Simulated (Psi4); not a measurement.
Br3Ti, doublet, geometry from GFN2-xTB (such geometries of metal compounds can be far from the true shape) (the multiplicity is a formal guess).

The Psi4 input:
```
memory 2 GB

molecule mol {
0 2
  Ti   -0.277942    0.256626    0.509917
  Br   -1.663306   -1.447197   -0.343932
  Br    0.032838    1.930198   -1.119157
  Br    1.805174   -0.644309    1.142570
}

set basis def2-sv(p)
set reference uhf

energy('scf')
print_variables()
```

### Question
Give the <S^2> at the level HF/def2-SV(P) run with Psi4.

### Answer
0.759

### Question
Predict the nuclear repulsion energy from HF/def2-SV(P).

### Answer
1022.8862 Eh

### Question
Give the total energy at the level HF/def2-SV(P).

### Answer
-8564.8106 Eh

### Question
Give the number of basis functions at the level HF/def2-SV(P).

### Answer
120

### Question
What dipole moment does HF/def2-SV(P) give?

### Answer
3.93 D

These values belong to the state on which the SCF converged, which isn't shown to be the lowest.
